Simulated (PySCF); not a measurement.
C8H9N.
Numbering: `[CH2:1]=[C:2]([CH3:3])[c:4]1[cH:5][cH:6][n:7][cH:8][cH:9]1`

Geometry (GFN2-xTB, Å), atoms numbered from 1 in this order:
```xyz
18
C8H9N angstrom
C     -1.1918   -1.9288    0.5591
C     -0.9428   -0.8620   -0.1933
C     -1.7538   -0.5533   -1.4173
C      0.1589    0.0595    0.1284
C      0.8953    0.7018   -0.8674
C      1.9294    1.5463   -0.5005
N      2.2631    1.7969    0.7540
C      1.5596    1.2020    1.7031
C      0.5104    0.3360    1.4507
H     -1.9951   -2.6064    0.3248
H     -0.5928   -2.1800    1.4172
H     -2.0276    0.5001   -1.4380
H     -1.1823   -0.7716   -2.3190
H     -2.6580   -1.1559   -1.4367
H      0.6812    0.5357   -1.9116
H      2.5237    2.0535   -1.2501
H      1.8542    1.4373    2.7179
H     -0.0402   -0.1049    2.2671
```

NICS is the negative of the GIAO shielding at a point without a nucleus: at the ring centre (0) and 1 Å above and below it (1); zz is the component along the ring normal. Level: GIAO PBE0/pcSseg-1 (PySCF, non-relativistic, gas phase) on the GFN2-xTB geometry, one conformer.

Ring bond lengths (Å), with Mayer bond orders in brackets: C4–C5 1.395 (1.38), C5–C6 1.385 (1.41), C6–N7 1.322 (1.49), N7–C8 1.323 (1.47), C8–C9 1.384 (1.41), C9–C4 1.396 (1.39).

Task: Give the NICS values of each ring in ppm.

Result: 
```tsv
ring	type	NICS(0)	NICS(1), two faces	NICS(1)zz, two faces	rms pucker (Å)	centre to ring atoms, mean (Å)
C4–C5–C6–N7–C8–C9	6-membered ring with N; formal bonds all aromatic	-7.2	-11.1 / -10.9	-27.7 / -27.1	0.00	1.37
```

Task: What can be read from them?

Result: 
- C4–C5–C6–N7–C8–C9: mean NICS(1)zz -27.4 ppm, shielded. The ring is flat and has no four-coordinate atom; by the NICS criterion it is aromatic.

Task: What does the geometric index give? HOMA = 1 − mean of α(R − Ropt)² over the ring bonds, with Krygowski's 1993 parameters (CC: Ropt 1.388 Å, α 257.7 Å⁻²; CN: Ropt 1.334 Å, α 93.52 Å⁻²).

Result: 
- C4–C5–C6–N7–C8–C9: HOMA 0.99; the largest term is that of C9–C4, α(R − Ropt)² = 0.02. The geometric and the magnetic index point the same way.

Task: What is the mean of the two in-plane components of NICS at the second NICS(1) probe listed for ring C4–C5–C6–N7–C8–C9, 1 Å off the ring?

Result: The isotropic value is a third of the trace: (3 × -10.9 − (-27.1))/2 = -2.8 ppm.

Task: Give the inner angles of the rings and the Hirshfeld charges of the ring atoms.

Result: 
- C4–C5–C6–N7–C8–C9: C4 116.9° (+0.016 e), C5 119.1° (-0.056 e), C6 123.7° (+0.014 e), N7 117.5° (-0.168 e), C8 123.6° (+0.014 e), C9 119.2° (-0.054 e); sum 720.0° against 720° for a flat convex ring.

Task: How shielded are the nuclei of the rings and their hydrogens (means over atoms taken as equivalent)?

Result: 
```tsv
atoms	environment	σ isotropic (ppm)	principal values of the symmetric part, first atom (ppm)
C4	substituted aromatic carbon	31.7	-63.7, -13.8, 172.4
C5 (×2)	aromatic CH carbon	62.1	-42.1, 55.7, 175.2
C6 (×2)	aromatic CH next to a ring nitrogen	30.8	-79.5, 26.6, 145.8
N7	pyridine-type nitrogen	-91.5	-409.9, -172.5, 308.0
H15 (×2)	aromatic hydrogen	24.38	20.7, 22.9, 29.9
H16 (×2)	aromatic hydrogen	22.77	18.8, 22.4, 27.1
```
